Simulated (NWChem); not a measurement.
System: C2H9F3N2Zr; SMILES C[N](C)[Zr](<-[NH3])([F])([F])[F]

The following NWChem deck was run.

```
start job
memory heap 200 mb stack 900 mb global 1100 mb
geometry units angstroms noautoz
  Zr    -0.397284    -0.551829     0.001626
  F     -0.247046    -1.373875    -1.758977
  F     -2.328026    -0.350434     0.008812
  F     -0.233777    -1.373455     1.761234
  N      0.279567     1.376009    -0.001161
  C      0.442049     2.149529     1.214497
  C      0.432824     2.149235    -1.218232
  H      1.464093     2.595849     1.296210
  H     -0.287584     2.993286     1.276382
  H      0.287364     1.513282     2.112186
  H     -0.297294     2.992945    -1.274812
  H      1.454202     2.595579    -1.307786
  H      0.271394     1.512758    -2.114571
  N      1.931394    -1.405977    -0.007139
  H      2.651837    -0.671824    -0.009197
  H      2.100698    -1.989541    -0.838150
  H      2.106644    -1.990692     0.821828
end
basis spherical
  * library def2-svp
end
ecp
  Zr library def2-ecp
end
dft
  xc pbe0
  iterations 150
  semidirect filesize 400000000
  mulliken
end
task dft energy
```

Excerpt of the output:

```
             Northwest Computational Chemistry Package (NWChem) 7.3.0
             --------------------------------------------------------

 CS  symmetry detected

                             Geometry "geometry" -> ""
                             -------------------------

 Output coordinates in angstroms (scale by  1.889725989 to convert to a.u.)

  No.       Tag          Charge          X              Y              Z
 ---- ---------------- ---------- -------------- -------------- --------------
    1 Zr                  40.0000    -0.19735655    -0.46027941     0.00000000
    2 F                    9.0000     0.13395047    -1.22856275    -1.76011802
    3 F                    9.0000    -2.12585601    -0.68223899     0.00000000
    4 F                    9.0000     0.13395047    -1.22856275     1.76011802
    5 N                    7.0000     0.04547088     1.56844661     0.00000000
    6 C                    6.0000     0.03192933     2.35765235     1.21637325
    7 C                    6.0000     0.03192933     2.35765235    -1.21637325
    8 H                    1.0000     0.93259045     3.01486658     1.30200740
    9 H                    1.0000    -0.86350498     3.02309123     1.27560625
   10 H                    1.0000     0.01558509     1.70215857     2.11339360
   11 H                    1.0000    -0.86350498     3.02309123    -1.27560625
   12 H                    1.0000     0.93259045     3.01486658    -1.30200740
   13 H                    1.0000     0.01558509     1.70215857    -2.11339360
   14 N                    7.0000     2.26112771    -0.78928092     0.00000000
   15 H                    1.0000     2.80528442     0.08359702     0.00000000
   16 H                    1.0000     2.55594490    -1.32218054    -0.82999424
   17 H                    1.0000     2.55594490    -1.32218054     0.82999424

 Effective nuclear repulsion energy (a.u.)     864.9503747890

      Symmetry information
      --------------------

 Group name             Cs
 Group number              2
 Group order               2
 No. of unique centers    11

                                 NWChem DFT Module
                                 -----------------

 Summary of "ao basis" -> "ao basis" (spherical)
 ------------------------------------------------------------------------------
       Tag                 Description            Shells   Functions and Types
 ---------------- ------------------------------  ------  ---------------------
 Zr                         def2-svp                11       31   5s3p2d1f
 F                          def2-svp                 6       14   3s2p1d
 N                          def2-svp                 6       14   3s2p1d
 C                          def2-svp                 6       14   3s2p1d
 H                          def2-svp                 3        5   2s1p

      Symmetry analysis of basis
      --------------------------

        a'        103
        a"         71

            General Information
            -------------------
          SCF calculation type: DFT
          Wavefunction type:  closed shell.
          No. of atoms     :    17
          No. of electrons :    74
           Alpha electrons :    37
            Beta electrons :    37
          Charge           :     0
          Spin multiplicity:     1
          Use of symmetry is: on ; symmetry adaption is: on
          Maximum number of iterations: 150
          AO basis - number of functions:   174
                     number of shells:    80
          Convergence on energy requested:  1.00D-06
          Convergence on density requested:  1.00D-05
          Convergence on gradient requested:  5.00D-04

              XC Information
              --------------
                         PBE0 Method XC Functional
                     Hartree-Fock (Exact) Exchange  0.250
          PerdewBurkeErnzerhof Exchange Functional  0.750
            Perdew 1991 LDA Correlation Functional  1.000 local
           PerdewBurkeErnz. Correlation Functional  1.000 non-local

             Grid Information
             ----------------
          Grid used for XC integration:  medium
          Radial quadrature: Mura-Knowles
          Angular quadrature: Lebedev.
          Tag              B.-S. Rad. Rad. Pts. Rad. Cut. Ang. Pts.
          ---              ---------- --------- --------- ---------
          Zr                  1.55      123          11.0       590
          F                   0.50       49          13.0       434
          N                   0.65       49          12.0       434
          C                   0.70       49          12.0       434
          H                   0.35       45          13.0       434
          Grid pruning is: on
          Number of quadrature shells:   593
          Spatial weights used:  Erf1

      Superposition of Atomic Density Guess
      -------------------------------------

 Sum of atomic energies:        -539.60851408

      Non-variational initial energy
      ------------------------------

 Total energy =    -534.801133
 1-e energy   =   -1680.370998
 2-e energy   =     676.519331
 HOMO         =      -0.276934
 LUMO         =      -0.023198

      Symmetry analysis of molecular orbitals - initial
      -------------------------------------------------

  Numbering of irreducible representations:

     1 a'          2 a"

  Orbital symmetries:

     1 a'          2 a'          3 a"          4 a'          5 a'
     6 a'          7 a"          8 a'          9 a"         10 a'
    11 a'         12 a'         13 a'         14 a'         15 a"
    16 a'         17 a"         18 a'         19 a'         20 a"
    21 a'         22 a"         23 a'         24 a'         25 a"
    26 a'         27 a"         28 a'         29 a'         30 a"
    31 a'         32 a"         33 a"         34 a"         35 a'
    36 a'         37 a'         38 a'         39 a"         40 a'
    41 a'         42 a"         43 a'         44 a"         45 a'
    46 a'         47 a'

------------------------------------------------------------
EAF file 0: "./job.aoints.0" size=162004992 bytes
------------------------------------------------------------
               write      read    awrite     aread      wait
               -----      ----    ------     -----      ----
     calls:      309         0         0         0         0
   data(b): 1.62e+08  0.00e+00  0.00e+00  0.00e+00
   time(s): 0.00e+00  0.00e+00  0.00e+00  0.00e+00  0.00e+00
rate(mb/s): 0.00e+00  0.00e+00
------------------------------------------------------------

     ---------------------------------------------
      Total Density - Mulliken Population Analysis
     ---------------------------------------------

    Atom       Charge   Shell Charges
 -----------   ------   -------------------------------------------------------
    1 Zr  12     9.51  -0.47  1.58  0.91  0.20  0.05  5.84  0.30  0.07  0.73  0.19  0.11
    2 F    9     9.73   1.99  1.16  0.80  3.60  2.18  0.00
    3 F    9     9.73   1.99  1.16  0.80  3.60  2.17  0.00
    4 F    9     9.73   1.99  1.16  0.80  3.60  2.18  0.00
    5 N    7     7.99   1.99  1.06  0.57  2.56  1.80  0.02
    6 C    6     6.03   1.99  0.93  0.21  1.91  0.94  0.04
    7 C    6     6.03   1.99  0.93  0.21  1.91  0.94  0.04
    8 H    1     0.92   0.68  0.22  0.02
    9 H    1     0.92   0.68  0.22  0.02
   10 H    1     0.89   0.67  0.20  0.02
   11 H    1     0.92   0.68  0.22  0.02
   12 H    1     0.92   0.68  0.22  0.02
   13 H    1     0.89   0.67  0.20  0.02
   14 N    7     7.57   1.99  1.01  0.44  2.48  1.64  0.01
   15 H    1     0.74   0.58  0.12  0.04
   16 H    1     0.74   0.58  0.12  0.04
   17 H    1     0.74   0.58  0.12  0.04

   convergence    iter        energy       DeltaE   RMS-Dens  Diis-err
 ---------------- ----- ----------------- --------- --------- ---------
 d= 0,ls=0.0,diis     1   -536.8353179100 -1.01D+03  1.71D-02  2.36D+00
 d= 0,ls=0.0,diis     2   -535.6129556324  1.22D+00  1.11D-02  1.65D+01
 d= 0,ls=0.0,diis     3   -537.1259544175 -1.51D+00  1.42D-03  5.48D-02
 d= 0,ls=0.0,diis     4   -537.1286058205 -2.65D-03  6.14D-04  2.80D-02
 d= 0,ls=0.0,diis     5   -537.1315884755 -2.98D-03  1.79D-04  1.84D-03
  Resetting Diis
 d= 0,ls=0.0,diis     6   -537.1317661800 -1.78D-04  5.14D-05  1.54D-04
 d= 0,ls=0.0,diis     7   -537.1317813746 -1.52D-05  3.60D-05  1.46D-05
 d= 0,ls=0.0,diis     8   -537.1317794543  1.92D-06  2.17D-05  3.18D-05
 d= 0,ls=0.0,diis     9   -537.1317830641 -3.61D-06  3.66D-06  9.55D-07
 d= 0,ls=0.0,diis    10   -537.1317831692 -1.05D-07  4.92D-07  1.60D-08

         Total DFT energy =     -537.131783169175
      One electron energy =    -1689.615105080566
           Coulomb energy =      748.268857302540
    Exchange-Corr. energy =      -64.836069153925
 Nuclear repulsion energy =      469.050533762776

 Numeric. integr. density =       74.000048173701

                  Occupations of the irreducible representations
                  ----------------------------------------------

                     irrep           alpha         beta
                     --------     --------     --------
                     a'               24.0         24.0
                     a"               13.0         13.0

                       DFT Final Molecular Orbital Analysis
                       ------------------------------------

[...]
```

Level: PBE0/def2-SVP with def2 effective core potentials on Zr. All runs use the structure optimised with PBE-D3(BJ)/def2-SVP. No frequency run checked for a minimum. def2 effective core potentials on Zr; no spin-orbit coupling.
